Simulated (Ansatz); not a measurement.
Isomers of GeS2 (singlet), relaxed with PBE0-D4/def2-TZVP; total energies from Ansatz at CCSD(T)/def2-TZVPP.

| isomer | description | energy (Eh) |
| --- | --- | --- |
| A | point group D∞h; 2 × Ge–S 1.99 Å | -2871.11108 |
| B | point group C2v; 2 × Ge–S 2.21 Å; 1 × S–S 2.14 Å | -2871.10158 |

Correlated methods freeze 19 core orbitals; core or outer-core shells of Ge are correlated, in sets that lack core-valence functions.

The isomers come from a short search, and lower ones may exist.

Q: Work out the relative energies (1 Eh = 2625.5 kJ/mol) and the Boltzmann populations at 800 K from electronic energies alone (R = 8.314 J/mol/K).

A: ΔE: A 0.0, B 24.9 kJ/mol. RT = 6.65 kJ/mol. Factors exp(−ΔE/RT): A 1, B 0.0237; sum 1.024. Populations: A 97.7 %, B 2.3 %. Zero-point energy, vibrational entropy and symmetry numbers are left out and can shift these; an error of 4 kJ/mol changes a ratio by a factor of 1.8. Over the other density-functional and correlated levels in def2 sets, the gap between A and B ranges from 7 to 22 kJ/mol.
